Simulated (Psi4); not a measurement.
Cl$_{6}$Si$_{2}$, charge -1, doublet, geometry from GFN2-xTB (a state made from the parent by changing its charge; the spin is typed, not shown lowest) (a gas-phase anion, which may not be bound at this level). Base run: M06-2X/3-21G (Psi4 1.11).

Psi4 was given this input:
```
memory 2 GB

molecule mol {
-1 2
Cl    2.098559   -0.244712   -1.479515
Si    1.101280    0.216462    0.300908
Cl    2.631995    1.524427    1.120742
Cl    1.515493   -1.437916    1.512771
Si   -1.101280   -0.216462   -0.300908
Cl   -1.515493    1.437916   -1.512771
Cl   -2.631995   -1.524427   -1.120742
Cl   -2.098559    0.244712    1.479515
}

set {
  basis 3-21g
  reference uks
}

energy('m06-2x')
print_variables()
```

Variants of this job, named by their change:

```json
[
 {"change": "base", "E (Eh)": "-3323.98504", "SCF-reference <S^2>": "0.755", "core-seconds (rough)": "20"},
 {"change": "functional = cam-b3lyp", "E (Eh)": "-3324.19374", "SCF-reference <S^2>": "0.759", "core-seconds (rough)": "30"},
 {"change": "functional = m06-l", "E (Eh)": "-3324.12288", "SCF-reference <S^2>": "0.754", "core-seconds (rough)": "20"},
 {"change": "functional = bhhlyp", "E (Eh)": "-3324.16764", "SCF-reference <S^2>": "0.760", "core-seconds (rough)": "20"},
 {"change": "functional = scan", "E (Eh)": "-3324.32398", "SCF-reference <S^2>": "0.756", "core-seconds (rough)": "20"},
 {"change": "functional = mn15", "E (Eh)": "-3321.48278", "SCF-reference <S^2>": "0.752", "core-seconds (rough)": "20"},
 {"change": "functional = wb97x-v", "E (Eh)": "-3323.60903", "SCF-reference <S^2>": "0.760", "core-seconds (rough)": "90"},
 {"change": "functional = revpbe", "E (Eh)": "-3323.45767", "SCF-reference <S^2>": "0.753", "core-seconds (rough)": "10"},
 {"change": "functional = dsd-pbep86", "E (Eh)": "-3321.26682", "SCF-reference <S^2>": "0.768", "core-seconds (rough)": "20"},
 {"change": "functional = hse06", "E (Eh)": "-3323.14297", "SCF-reference <S^2>": "0.756", "core-seconds (rough)": "30"},
 {"change": "functional = b3lyp", "E (Eh)": "-3324.23851", "SCF-reference <S^2>": "0.754", "core-seconds (rough)": "10"},
 {"change": "functional = pbe0-dh", "E (Eh)": "-3322.75074", "SCF-reference <S^2>": "0.761", "core-seconds (rough)": "20"},
 {"change": "functional = pbe0", "E (Eh)": "-3322.99998", "SCF-reference <S^2>": "0.756", "core-seconds (rough)": "20"}
]
```

Totals shift with the method and basis; they matter in differences.

Open shells are given as the SCF converged; they aren't shown to be the lowest states, and a large step between rows can be another state.

A gas-phase anion may not be bound at this level; its values then depend on the basis.
